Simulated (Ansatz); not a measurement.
A run for Ansatz (a quantum-chemistry and plane-wave program): R-CCSD(T)/def2-TZVPP on H2OSTe (SMILES O[Te]S), a point of a torsion scan. Elements past Kr take the def2 small-core potentials; no spin–orbit coupling. The run froze 15 orbitals, filled d shells among them.

Ansatz 0.2 input:
```yaml
crystal:
  periodic: [false, false, false]
  atoms:
    - {symbol: O, position_ang: [-1.28779655, 0.52960736, -0.52837118]}
    - {symbol: Te, position_ang: [-0.34108314, -1.18660076, -0.12225346]}
    - {symbol: S, position_ang: [-1.58513758, -2.55488010, -1.60422594]}
    - {symbol: H, position_ang: [-2.19822573, 0.36321848, -0.77588819]}
    - {symbol: H, position_ang: [-2.51091143, -2.99214555, -0.75116958]}
basis:
  gaussian:
    orbitals: def2-TZVPP
magnetization: {spin_polarized: false}
correlation: {method: ccsd_t, electrons: outside_noble_gas}
scf: {lower_state_search: off}
```

Program output:

```
WARN ansatz: RAYON_NUM_THREADS=1 ignored (pool sized by the plan → 1); use --threads N
Functional definition: HF
these checks for a lower state are left out or cut short: stability, starts, cluster_reference, orbital_swaps, neighbouring_geometries, increment
integrals: 0.35 GiB planned
1074 factors; integrals over basis functions are off by at most 6.4e-4 eV
mean field: 0.44 GiB planned
mean field evaluation 1: about -20149.8585 eV, gradient 3.7e1 eV
mean field evaluation 2: about -20150.0877 eV, gradient 3.7e1 eV
mean field evaluation 4: about -20152.8609 eV, gradient 3.0e0 eV
mean field evaluation 8: about -20152.9154 eV, gradient 3.3e-1 eV
mean field evaluation 16: about -20152.9162 eV, gradient 2.5e-6 eV
mean field -20152.91618178 eV, -740.6060095432 hartree, gradient 2.5e-6 eV, S^2 0.000000; 0 other end points of the search recorded, 0 dependent functions left out
15 core orbitals not correlated
reference -20152.91618178 eV, -740.6060095432 hartree; 10, 10 occupied and 126, 126 virtual orbitals, 1074 factors
second order -15.14576963 eV of doubles, -0.00000000 eV of singles
coupled cluster: 0.88 GiB planned
cycle   1  -15.42426725 eV  change   -2.8e-1 eV  update   9.8e-2
cycle   2  -15.83221560 eV  change   -4.1e-1 eV  update   3.2e-2
cycle   3  -15.93638505 eV  change   -1.0e-1 eV  update   1.7e-2
cycle   4  -15.92856056 eV  change    7.8e-3 eV  update   4.7e-3
cycle   5  -15.92691406 eV  change    1.6e-3 eV  update   2.6e-3
cycle   6  -15.92764145 eV  change   -7.3e-4 eV  update   1.1e-3
cycle   7  -15.92722572 eV  change    4.2e-4 eV  update   5.7e-4
cycle   8  -15.92714171 eV  change    8.4e-5 eV  update   2.4e-4
cycle   9  -15.92725279 eV  change   -1.1e-4 eV  update   1.4e-4
cycle  10  -15.92720474 eV  change    4.8e-5 eV  update   6.5e-5
cycle  11  -15.92721570 eV  change   -1.1e-5 eV  update   2.7e-5
cycle  12  -15.92723128 eV  change   -1.6e-5 eV  update   1.1e-5
perturbative correction -0.70514888 eV, -0.0259137433 hartree
Total energy: -20169.54856193 eV, -741.2172382400 hartree
Checks for a lower state left out: stability, starts, cluster_reference, orbital_swaps, neighbouring_geometries, increment
```

The run converged.

Cost: roughly 28 core-seconds.
